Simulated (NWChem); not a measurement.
# AlH$_{3}$O$_{3}$; SMILES [OH][Al]([OH])[OH]

```xyz
7

Al     0.0000     0.0000     0.0000
O     -1.4712     0.8429     0.0000
H     -1.5335     1.7990     0.0000
O      1.4656     0.8526     0.0000
H      2.3247     0.4286     0.0000
O      0.0056    -1.6955     0.0000
H     -0.7912    -2.2276     0.0000
```
Atoms are numbered in this order, from 1.

Program: NWChem. All runs use the structure optimised with PBE0/def2-SVP. GIAO values for the isolated, static molecule; σ is the absolute isotropic shielding.

```tsv
level	basis functions	σ Al1 (ppm)	σ O2 (ppm)	σ H3 (ppm)
PBE/cc-pVDZ	75	504.5	327.0	30.62
PBE/cc-pVTZ	166	445.7	321.4	30.53
PBE/pcSseg-1	90	452.5	328.2	30.20
PBE/pcSseg-2	193	450.1	(withheld)	30.40
```

### Question
What belongs in the gaps?

### Answer

- PBE/pcSseg-2, σ O2 (ppm): 318.6
